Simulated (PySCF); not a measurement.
# Static response to an electric field

C₆H₁₂Se.
Structure used (PBE0-D3(BJ)/def2-SVP), in Å, numbered top down from 1:
```xyz
19
C6H12Se angstrom
C     -2.7869    0.3835   -0.3719
C     -1.4928   -0.4093   -0.4522
C     -0.3435    0.2337    0.3071
C      0.9547   -0.5416    0.2360
C      2.1842    0.1776    0.8161
C      2.7994    0.7329   -0.4724
Se     1.7825   -0.5493   -1.5788
H     -3.5977   -0.1070   -0.9314
H     -3.1247    0.4987    0.6707
H     -2.6601    1.3950   -0.7898
H     -1.6547   -1.4317   -0.0669
H     -1.1910   -0.5252   -1.5083
H     -0.6161    0.3345    1.3760
H     -0.1791    1.2604   -0.0661
H      0.8120   -1.5653    0.6141
H      2.8667   -0.5500    1.2792
H      1.9375    0.9378    1.5774
H      2.5007    1.7648   -0.7045
H      3.8894    0.6404   -0.5674
```

Level: B3LYP/def2-SVPD (PySCF), static field, nuclei fixed, core orbitals frozen in the response. The polarisability tensor in these axes (au):

```
x   113.53   0.79  -2.74
y     0.79  88.87   5.78
z    -2.74   5.78  99.56
```

Q: What are the eigenvalues, a third of the trace, and Δα (Δα² = ½Σ(αi − αj)² over the three pairs)?

A: Principal values 86.22, 101.69 and 114.05 au; mean 100.65 au = 14.92 Å³ = 16.60 × 10⁻⁴⁰ C²·m²/J; Δα = 24.15 au (24 % of the mean).

Q: What is the dipole moment, and where does it point?

A: (-0.13, 0.68, 1.65) D, 1.79 D in size, pointing from the negative to the positive side. Measured along this direction, the outermost atoms are Se7 at the negative end and H17 at the positive end.

Q: How large is μ²/3kT at 400 K beside α?

A: In Gaussian units μ²/3kT = 19.44 Å³ against 14.92 Å³, a ratio of 1.30; the Debye molar polarisation (4π/3)N_A(α + μ²/3kT) is 86.7 cm³/mol, leaving out the vibrational part.

Q: Give the eigenvalues of the traceless quadrupole moment Θ = ½Σq(3rr − r²1), origin at the centre of nuclear charge.

A: -4.52, -0.12, 4.64 D·Å. The values depend on the origin, since the dipole doesn't vanish. The electronic extent ⟨r²⟩ about the same centre is 1426 bohr², a root-mean-square distance of 2.21 Å for the 82 electrons.

Q: Give the principal axes and the span of the nuclei along them.

A: Largest value along (0.98, -0.01, -0.19), where the nuclei span 7.27 Å; middle along (0.18, 0.41, 0.89), 3.92 Å; least along (-0.07, 0.91, -0.41), 3.50 Å. The response follows the extents in order.

Geometry: PBE0-D3(BJ)/def2-SVP, one conformer, isolated molecule. The calculation is non-relativistic, for selenium too.
